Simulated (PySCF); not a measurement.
`N[Si@@H]1[SiH2][SiH2][SiH2][Se]1`, H9NSeSi4

Geometry:
```csv
atom,x (Å),y (Å),z (Å)
N1,2.394,0.279,-0.803
Si2,1.391,0.918,0.444
Si3,0.326,-0.899,1.446
Si4,-1.705,-1.147,0.318
Si5,-1.880,0.638,-1.181
Se6,-0.209,2.161,-0.729
H7,3.208,-0.259,-0.555
H8,2.590,0.857,-1.606
H9,1.998,1.985,1.250
H10,1.203,-2.077,1.395
H11,0.162,-0.643,2.883
H12,-2.870,-1.150,1.214
H13,-1.820,-2.410,-0.423
H14,-1.705,0.295,-2.593
H15,-3.085,1.459,-1.082
```

Theory: PySCF, quadratic response B3LYP/def2-SVPD first hyperpolarisability, Taylor convention, gas phase. Geometry: GFN2-xTB.

The calculation is non-relativistic, which matters for the atoms heavier than Zn.

**Question.** Give the tensor of the second harmonic β(−2ω;ω,ω) at 1907 nm in the axes of these coordinates.

**Answer.** In au, Taylor convention; rows are the first index (the induced dipole):
```csv
,xx,yy,zz,xy,xz,yz
x,-36.3,+44.0,+6.7,+58.0,-20.2,+32.2
y,+57.2,-37.5,-10.5,+44.3,+32.3,-63.7
z,-20.8,-63.8,-56.0,+31.9,+7.4,-10.1
```
Norm of βᵢ = ⅓ Σⱼ (βᵢⱼⱼ + βⱼᵢⱼ + βⱼⱼᵢ): 141.2 au, hyper-Rayleigh value 74.2 au.
